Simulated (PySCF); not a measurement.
Shapes and spin states of MoO₂

These are results of B3LYP/[Mo def2-TZVP with ECP28, O def2-TZVP], scalar-relativistic core potentials, density fitting, no spin–orbit coupling, PySCF, not measurements.

Relaxations began from a few typed shapes and spin states; open shells are unrestricted. The search is not exhaustive: other isomers or separated fragments can lie lower, and high-lying points may rest on an excited occupation.

| spin | group | bonds | angles | imaginary modes (cm⁻¹) | ΔE (kJ/mol) | ΔE with ZPE (kJ/mol) |
| --- | --- | --- | --- | --- | --- | --- |
| triplet | C2v | Mo–O 1.697 Å (×2) | O–Mo–O 114.5° | none | 0.0 | 0.0 |
| broken-symmetry Ms = 0 (⟨S²⟩ 0.96) | C2v | Mo–O 1.690 Å (×2) | O–Mo–O 111.6° | none | 18.9 | 18.9 |
| singlet (closed shell, unstable to spin polarisation) | D∞h | Mo–O 1.756 Å (×2) | O–Mo–O 180.0° | 297i, 297i | 197.7 | – |

The lowest minimum found is the triplet C2v: Mo–O 1.697 Å (×2); O–Mo–O 114.5°.

Formally Mo is in oxidation state +4, d2, with 2 unpaired electrons (the high-spin count). The Mulliken spin on Mo is 1.96. The polar-tensor charge on Mo, 1.48, is far below the formal one.

For the lowest minimum: other spin states or occupations of the open shell can lie lower.

The electron or spin density has lower symmetry than the nuclear frame for the broken-symmetry Ms = 0 (⟨S²⟩ 0.96) C2v at 18.9 kJ/mol, singlet (closed shell, unstable to spin polarisation) D∞h at 197.7 kJ/mol.
